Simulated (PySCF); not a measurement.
Electron correlation in Si (silicon, neutral)

[Ne] 3s2 3p2, high-spin 3P determinant. All numbers are calculated (PySCF 2.14, scalar relativity by spin-free X2C-1e, in aug-cc-pVDZ-DK (5s4p2d, 27 functions)). Frozen: [Ne]; 4 electrons correlated.

MP2 pair energies summed by pair of shells (mhartree):

```tsv
pair	energy	share (%)
3s-3p	-27.35	58.8
3s-3s	-14.15	30.4
3p-3p	-5.01	10.8
```

Total MP2 correlation energy: -46.50 mhartree.

Same-spin part -8.25 and opposite-spin part -38.25 mhartree; SCS-MP2 scales them by 1/3 and 6/5 to -48.65 mhartree.

```csv
level,correlation energy (mhartree)
CCSD,-65.98
(T),-1.28
CCSD(T),-67.26
```

Diagnostics: T1 = 0.010, D1 = 0.0289, largest double amplitude 0.079.

Cost of the coupled-cluster step: 0.26 s of wall time on 1 thread of Neoverse-N1 (shared host), for 4 correlated electrons.
